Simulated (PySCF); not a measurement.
Geometries of 3 isomers of C4H11B, from PySCF 2.14.0, PBE0-D3(BJ)/def2-SVP geometry optimisation, gas phase. One conformer each, no zero-point energy, no frequencies.

Question: Which isomer lies lowest at this level?
A.
```xyz
16
angstrom
C      2.370   -0.332   -0.087
B      1.508    0.541    0.882
C     -0.057    0.551    0.952
C     -0.855   -0.368    0.035
C     -2.361   -0.257    0.218
H      3.269   -0.736    0.404
H      1.837   -1.140   -0.609
H      2.758    0.362   -0.859
H      2.093    1.308    1.624
H     -0.317    0.364    2.015
H     -0.372    1.607    0.819
H     -0.596   -0.151   -1.016
H     -0.542   -1.414    0.201
H     -2.908   -0.932   -0.459
H     -2.656   -0.509    1.249
H     -2.712    0.769    0.021
```
B.
```xyz
16
angstrom
B      0.957    1.221    1.271
H      1.363    1.605    2.346
H      1.254    1.873    0.293
C      0.083   -0.066    1.218
C     -0.415   -0.596   -0.130
C      0.747   -0.994   -1.034
C     -1.332    0.410   -0.819
H     -0.771    0.134    1.900
H      0.643   -0.849    1.770
H     -1.010   -1.507    0.064
H      1.371   -0.120   -1.283
H      0.389   -1.427   -1.981
H      1.396   -1.741   -0.550
H     -0.793    1.344   -1.046
H     -2.195    0.668   -0.184
H     -1.721    0.012   -1.769
```
C.
```xyz
16
angstrom
B     -1.186    1.293    0.661
C     -0.286    0.175    0.040
C     -1.376   -0.516   -0.817
C      0.824    0.696   -0.872
C      0.269   -0.821    1.058
H     -1.814    1.081    1.676
H     -1.354    2.343    0.078
H     -0.923   -1.365   -1.359
H     -2.198   -0.922   -0.206
H     -1.808    0.160   -1.574
H      1.598    1.228   -0.296
H      0.433    1.397   -1.626
H      1.322   -0.132   -1.405
H      0.764   -1.670    0.554
H     -0.528   -1.228    1.700
H      1.015   -0.348    1.715
```

Answer: A. That is `CBCCC`, 12.3 kcal/mol below the next.

```csv
SMILES,atoms numbered as above,E (Eh),relative (kcal/mol),relative (kJ/mol),dipole (D)
CBCCC,[CH3:1][BH:2][CH2:3][CH2:4][CH3:5],-183.53521,0.0,0.0,0.41
[H]B([H])CC(C)C,–,-183.51562,12.3,51.4,0.77
BC(C)(C)C,[BH2:1][C:2]([CH3:3])([CH3:4])[CH3:5],-183.51189,14.6,61.2,0.69
```
